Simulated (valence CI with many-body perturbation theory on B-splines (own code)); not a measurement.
**Xe⁴⁷⁺: electric-dipole lines**

Computed by valence CI with perturbative core correlation (CI+MBPT): five valence electrons over a frozen Dirac-Fock core [He], a basis of 11 s, 11 p, 10 d, 8 f, 5 g, 2 h functions for each j, with the one-electron correlation potential Σ1, the two-electron term Σ2, the three-electron term Σ3, Breit, model QED; selected CI, second order for the rest, scaled by the run's own slope (own B-spline code, finite nucleus).

The last digits are not significant, and no measured levels were compared; by estimate large intervals hold to a few tenths of a per cent, small ones and those within an open d or f shell to about a per cent. Among the levels kept, up to 7200 cm⁻¹ of a level comes from second order outside the variational space, and about a tenth of that is noise between levels of different J, which matters for small intervals.

Lines 101 to 150 of 600 in falling wavelength, among levels below 434.29 Ry, chosen from the strongest by gf and those to the six lowest levels. Wavelengths and rates use the calculated energies. Electric multipoles are in the length gauge, E1 and E2 with the static RPA response of the core. Weak lines are less certain than strong ones. Lines between different terms over intervals too small for the method are left out, as are lines whose strength nearly cancels. Where a level lies close to another of its J and parity, the split of strength between their lines is uncertain.

Levels are named by their leading jj configuration (3d3/2^4 stands for four electrons in 3d with j = 3/2), which in mixed levels can hold well under half, so a name can repeat and another be missing. Letters in brackets count levels of one name in rising energy.

```csv
λ vac (nm),Upper,Lower,A (s⁻¹),S (a.u.)
7.458,(2s 2p1/2^2 2p3/2 3p3/2) J=7/2,(2s 2p1/2^2 2p3/2 3s) J=5/2,7.65e+10,1.25e-01
7.417,(2s^2 2p1/2 2p3/2 3d3/2) J=1/2 [b],(2s^2 2p1/2 2p3/2 3p1/2) J=3/2 [b],4.56e+10,1.84e-02
7.413,(2s 2p1/2 2p3/2^2 3p3/2) J=7/2 [a],(2s 2p1/2 2p3/2^2 3s) J=5/2 [a],9.31e+10,1.50e-01
7.401,(2s^2 2p3/2^2 3d3/2) J=5/2,(2s^2 2p3/2^2 3p1/2) J=5/2,3.17e+10,3.81e-02
7.381,(2s^2 2p1/2 2p3/2 3d3/2) J=3/2 [a],(2s^2 2p1/2 2p3/2 3p1/2) J=3/2 [a],2.73e+10,2.17e-02
7.362,(2s 2p1/2^2 2p3/2 3d3/2) J=5/2 [a],(2s 2p1/2^2 2p3/2 3p1/2) J=3/2 [a],2.45e+10,2.89e-02
7.362,(2s^2 2p3/2^2 3p3/2) J=3/2 [b],(2s^2 2p3/2^2 3s) J=1/2,6.47e+10,5.10e-02
7.358,(2s^2 2p1/2 2p3/2 3p3/2) J=3/2 [a],(2s^2 2p1/2 2p3/2 3s) J=1/2,3.74e+10,2.94e-02
7.345,(2s 2p1/2 2p3/2^2 3d3/2) J=7/2 [c],(2s^2 2p3/2^2 3d5/2) J=5/2 [c],1.53e+10,2.40e-02
7.343,(2s^2 2p3/2^2 3d5/2) J=5/2 [b],(2s 2p1/2 2p3/2^2 3s) J=5/2 [a],1.89e+10,2.22e-02
7.338,(2s 2p1/2 2p3/2^2 3p3/2) J=3/2 [e],(2s 2p1/2 2p3/2^2 3s) J=3/2 [d],3.86e+10,3.01e-02
7.329,(2s^2 2p3/2^2 3d3/2) J=3/2 [a],(2s^2 2p3/2^2 3p1/2) J=3/2,5.01e+10,3.89e-02
7.324,(2s 2p1/2^2 2p3/2 3d3/2) J=5/2 [b],(2s 2p1/2^2 2p3/2 3p1/2) J=3/2 [b],7.16e+10,8.33e-02
7.320,(2s 2p1/2 2p3/2^2 3p3/2) J=3/2 [c],(2s 2p1/2 2p3/2^2 3s) J=1/2 [a],9.76e+10,7.56e-02
7.301,(2s 2p1/2 2p3/2^2 3p3/2) J=5/2 [d],(2s 2p1/2 2p3/2^2 3s) J=3/2 [d],6.34e+10,7.30e-02
7.298,(2s^2 2p1/2 2p3/2 3d3/2) J=5/2,(2s^2 2p1/2 2p3/2 3p1/2) J=3/2 [a],5.30e+10,6.10e-02
7.291,(2s 2p1/2 2p3/2^2 3p3/2) J=5/2 [d],(2s 2p1/2 2p3/2^2 3s) J=5/2 [c],1.75e+10,2.01e-02
7.272,(2s 2p1/2 2p3/2^2 3d3/2) J=3/2 [a],(2s 2p1/2 2p3/2^2 3p1/2) J=3/2 [a],5.62e+10,4.27e-02
7.262,(2s 2p1/2 2p3/2^2 3d5/2) J=5/2 [c],(2s 2p1/2 2p3/2^2 3p1/2) J=3/2 [c],1.92e+10,2.17e-02
7.257,(2s^2 2p3/2^2 3d3/2) J=5/2,(2s^2 2p3/2^2 3p1/2) J=3/2,2.98e+10,3.37e-02
7.254,(2s 2p1/2 2p3/2^2 3d3/2) J=7/2 [a],(2s 2p1/2 2p3/2^2 3p1/2) J=5/2 [a],5.52e+10,8.32e-02
7.251,(2s 2p1/2^2 2p3/2 3d3/2) J=5/2 [a],(2s 2p1/2^2 2p3/2 3p1/2) J=5/2 [a],1.58e+10,1.78e-02
7.237,(2s^2 2p1/2 2p3/2 3d3/2) J=7/2,(2s^2 2p1/2 2p3/2 3p1/2) J=5/2,6.60e+10,9.88e-02
7.235,(2s 2p1/2^2 2p3/2 3d3/2) J=3/2 [a],(2s 2p1/2^2 2p3/2 3p1/2) J=3/2 [a],3.82e+10,2.86e-02
7.224,(2s 2p1/2^2 2p3/2 3p3/2) J=5/2 [a],(2s^2 2p1/2 2p3/2 3p3/2) J=5/2 [b],2.67e+10,2.98e-02
7.216,(2s 2p1/2 2p3/2^2 3d3/2) J=7/2 [c],(2s 2p1/2 2p3/2^2 3p1/2) J=5/2 [c],4.09e+10,6.07e-02
7.214,(2s 2p1/2 2p3/2^2 3d3/2) J=1/2 [a],(2s 2p1/2 2p3/2^2 3p1/2) J=3/2 [a],7.60e+10,2.82e-02
7.213,(2s 2p1/2 2p3/2^2 3d3/2) J=3/2 [d],(2s 2p1/2 2p3/2^2 3p1/2) J=3/2 [b],3.05e+10,2.26e-02
7.209,(2s^2 2p1/2^2 3d3/2) J=3/2,(2s^2 2p1/2^2 3p1/2) J=1/2,7.15e+10,5.29e-02
7.193,(2s 2p1/2^2 2p3/2 3p3/2) J=3/2 [b],(2s 2p1/2^2 2p3/2 3s) J=3/2 [b],5.13e+10,3.77e-02
7.192,(2s^2 2p3/2^2 3d3/2) J=1/2,(2s^2 2p3/2^2 3p1/2) J=3/2,5.73e+10,2.11e-02
7.188,(2s 2p1/2 2p3/2^2 3d3/2) J=3/2 [c],(2s 2p1/2 2p3/2^2 3p1/2) J=1/2 [a],5.54e+10,4.06e-02
7.172,(2s 2p1/2 2p3/2^2 3d3/2) J=5/2 [c],(2s 2p1/2 2p3/2^2 3p1/2) J=3/2 [b],4.45e+10,4.86e-02
7.170,(2s 2p1/2 2p3/2^2 3d3/2) J=1/2 [b],(2s 2p1/2 2p3/2^2 3p1/2) J=1/2 [b],5.21e+10,1.90e-02
7.170,(2s 2p1/2 2p3/2^2 3p3/2) J=5/2 [a],(2s 2p1/2 2p3/2^2 3s) J=5/2 [b],6.64e+10,7.25e-02
7.164,(2s 2p1/2 2p3/2^2 3d3/2) J=5/2 [a],(2s 2p1/2 2p3/2^2 3p1/2) J=3/2 [a],3.16e+10,3.44e-02
7.162,(2s 2p1/2^2 2p3/2 3d3/2) J=1/2 [a],(2s 2p1/2^2 2p3/2 3p1/2) J=3/2 [a],7.72e+10,2.80e-02
7.147,(2s^2 2p1/2 2p3/2 3d3/2) J=3/2 [a],(2s^2 2p1/2 2p3/2 3p1/2) J=1/2,3.67e+10,2.65e-02
7.126,(2s^2 2p1/2^2 3p3/2) J=3/2,(2s^2 2p1/2^2 3s) J=1/2,1.11e+11,7.94e-02
7.103,(2s 2p1/2 2p3/2^2 3d3/2) J=3/2 [d],(2s 2p1/2 2p3/2^2 3p1/2) J=1/2 [b],3.22e+10,2.28e-02
7.086,(2s 2p1/2^2 2p3/2 3p3/2) J=3/2 [b],(2s 2p1/2^2 2p3/2 3s) J=1/2,6.54e+10,4.59e-02
7.069,(2s 2p1/2^2 2p3/2 3d3/2) J=7/2,(2s 2p1/2^2 2p3/2 3p1/2) J=5/2 [a],2.52e+10,3.52e-02
7.067,(2s 2p1/2^2 2p3/2 3d3/2) J=3/2 [b],(2s 2p1/2^2 2p3/2 3p1/2) J=3/2 [b],2.61e+10,1.82e-02
7.045,(2s 2p1/2 2p3/2^2 3d3/2) J=5/2 [d],(2s 2p1/2 2p3/2^2 3p1/2) J=3/2 [c],3.07e+10,3.18e-02
7.019,(2s 2p1/2^2 2p3/2 3d3/2) J=3/2 [b],(2s 2p1/2^2 2p3/2 3p1/2) J=1/2,3.16e+10,2.16e-02
7.010,(2s 2p1/2 2p3/2^2 3p3/2) J=3/2 [a],(2s 2p1/2 2p3/2^2 3s) J=3/2 [a],8.03e+10,5.46e-02
7.008,(2s^2 2p3/2^2 3d3/2) J=7/2,(2s^2 2p3/2^2 3p1/2) J=5/2,6.69e+10,9.09e-02
6.993,(2s 2p1/2 2p3/2^2 3d3/2) J=9/2,(2s 2p1/2 2p3/2^2 3p1/2) J=7/2,1.88e+10,3.17e-02
6.991,(2s^2 2p1/2 2p3/2 3d3/2) J=1/2 [a],(2s^2 2p1/2 2p3/2 3p1/2) J=1/2,6.59e+10,2.22e-02
6.935,(2s 2p1/2^2 2p3/2 3p3/2) J=1/2 [b],(2s 2p1/2^2 2p3/2 3s) J=1/2,1.13e+11,3.72e-02
```
